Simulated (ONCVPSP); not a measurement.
# PBE ONCV dataset for nitrogen, scalar-relativistic all-electron reference.

nitrogen (N), optimised norm-conserving Vanderbilt (ONCV), made with ONCVPSP 4.0.1 (PBE, scalar-relativistic). Core [He], reference 2s2 2p3. Waves: 2s: rc 1.05 bohr, ncon 4, nbas 8, qcut 6.4 1/bohr, 3 projectors, debl 3.6 Ha; 2p: rc 1.60 bohr, ncon 4, nbas 7, qcut 9.1 1/bohr, 1 projector. Local part: polynomial inside 0.80 bohr (lpopt 5, dvloc0 0 Ha). Core correction: Teter function, fcfact 3.75, rcfact 1.3.

All-electron outer shells of the reference configuration (PBE, scalar-relativistic, ld1.x):

```csv
shell,level (eV),outermost node (bohr),outermost maximum (bohr)
1s,-384.72,–,0.15
2s,-18.58,0.32,1.02
2p,-7.09,–,0.98
```

Problem. Does the generator finish with these settings?

Solution. Yes, a potential is produced and its reference levels are reproduced.

Problem. Estimate the cutoffs (Ha) at which the residual kinetic energy of the hardest occupied pseudo-wave falls to 1 and 0.1 mHa per electron.

Solution. 37 Ha and 142 Ha.

Problem. What does a ghost test show?

Solution. No bound ghost flagged; no localised positive-energy state flagged.

Problem. Which valence shell sets the plane-wave cutoff?

Solution. 2s: 37 Ha for 1 mHa per electron, against 25 Ha for 2p.

Problem. Tests: 2s2 2p2; 2s2 2p1; 2s2 2p0; 2s0 2p5. Which has the largest error in its energy relative to the reference configuration, and how large is it?

Solution. 2s2 2p0, with +746 meV (all-electron minus pseudo) on +89.53 eV.
